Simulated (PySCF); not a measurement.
## r²SCAN beside CCSD(T) along the fourth-period p block: bonds to F

r²SCAN and CCSD(T) in PySCF with def2-TZVPP on every atom, for the lowest determinant that a PBE0 search found; no spin–orbit coupling.

```tsv
molecule	state (unpaired electrons)	r²SCAN Re (Å)	r²SCAN ωe (cm⁻¹)	r²SCAN De (eV)	CCSD(T) Re (Å)	CCSD(T) ωe (cm⁻¹)	CCSD(T) De (eV)
GaF	singlet (closed shell)	1.782	626	6.12	1.781	634	5.98
GeF	doublet (π ↑)	1.755	669	5.38	?	?	?
AsF	triplet (π ↑↑)	1.744	689	4.33	1.743	694	3.95
SeF	doublet (π ↑)	1.746	691	3.52	1.743	696	3.21
BrF	singlet (closed shell)	1.767	676	2.72	1.766	671	2.50
```

(1) Estimate the CCSD(T) values of GeF by adding the mean shift from r²SCAN to CCSD(T) of the other rows, and compare with the calculation.

(2) What are the mean differences of r²SCAN from CCSD(T) over the whole series?

In a basis of this size CCSD(T) is itself not converged; it tends to give bonds that are too long and too weak.

Correlated steps freeze 10 core orbitals. Where the molecule has an RHF reference, its open-shell atoms are computed with UHF. States were picked by a PBE0 search and need not be the measured ground states.

## Answers

(1) The mean shifts are -0.1 pm, +3 cm⁻¹ and -0.26 eV, which give 1.753 Å, 672 cm⁻¹ and 5.12 eV. CCSD(T)/def2-TZVPP gives Re = 1.753 Å, ωe = 677 cm⁻¹, De = 5.13 eV.

(2) Re +0.2 pm, ωe -4 cm⁻¹, De +0.26 eV.
